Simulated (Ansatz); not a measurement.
Spectroscopic constants of MgO, multiplicity 3 (not the ground state: that is measured with 2S+1 = 1).

Constants: fifth-degree fit in 1/R to seven points, most abundant isotopes. In def2 and cc sets the state is the lowest found near the PBE0 minimum, followed along R.

Run with Ansatz (Gaussian basis) for Hartree–Fock, density functionals and correlated methods. 

| level | r_e (Å) | ω_e (cm⁻¹) | α_e (cm⁻¹) | B_e (cm⁻¹) | dipole (D) |
|---|---|---|---|---|---|
| PBE/def2-TZVPP | 1.908 | 595 | 0.0051 | 0.483 | 2.92 |
| PBE0/def2-TZVPP | 1.883 | 632 | 0.0050 | 0.496 | 3.09 |
| wB97X-V/def2-TZVPP | 1.883 | 642 | 0.0047 | 0.495 | 3.12 |
| CCSD/def2-TZVPP | 1.878 | 647 | 0.0047 | 0.498 | - |
| CCSD(T)/def2-TZVPP | 1.883 | 639 | 0.0047 | 0.496 | - |

Correlated levels freeze the inner cores; with def2 sets outer-core shells near the valence are correlated too.

Ansatz is a program for electronic structure.
